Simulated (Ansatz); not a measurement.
Reaction (ligand exchange at the Al–C bond): `C#[C][Al]([Cl])[Cl]` + H₂Se → `[Cl][Al]([Cl])[SeH]` + acetylene

Calculated with Ansatz (gas phase, PBE0-D4/def2-TZVP geometries, no zero-point term in ΔE). CBS: MP2 limit from def2 TZ/QZ plus the TZ coupled-cluster correction, frozen cores. This one scheme is used for every species. DFT in def2-TZVPP. B3LYP here is the variant with VWN-RPA as its local correlation; programs differ in this. HSE06 is defined as in plane-wave codes. For Se outer-core shells are correlated without core-valence functions, which leaves a few kJ/mol of doubt a bond. Scalar relativity is left out up to krypton. One conformer a species, not always the lowest.

| level | ΔE (kcal/mol) |
| --- | --- |
| BLYP-D4 | -12.8 |
| B3LYP-D4 | -13.4 |
| ωB97X-V | -13.6 |
| BLYP | -12.2 |
| r2SCAN | -13.8 |
| HSE06 | -14.6 |
| CCSD(T)/def2-TZVPP | -13.2 |
| HF/def2-QZVPP | -12.9 |

Task: What does CCSD(T)/CBS give? (Best estimate.)

Result: Ansatz gave: -14.5 kcal/mol. The listed levels differ from it by 1.7, 1.1, 0.9, 2.3, 0.7, -0.1, 1.3, 1.6 kcal/mol.

Largest T1 diagnostic among the species: 0.013.

At CCSD(T), def2-SVP lies +2.1 kcal/mol from the extrapolated value and def2-TZVPP +1.3 kcal/mol. From BLYP to BHLYP (50 % exact exchange), in def2-TZVPP and without D4, ΔE moves by −1.1 kcal/mol. Leaving LDA and LC-ωPBE aside and taking each functional with its dispersion term where it has one, the values, not all of them listed here, spread over 3.3 kcal/mol, from HSE06-D4 to B97M-V.
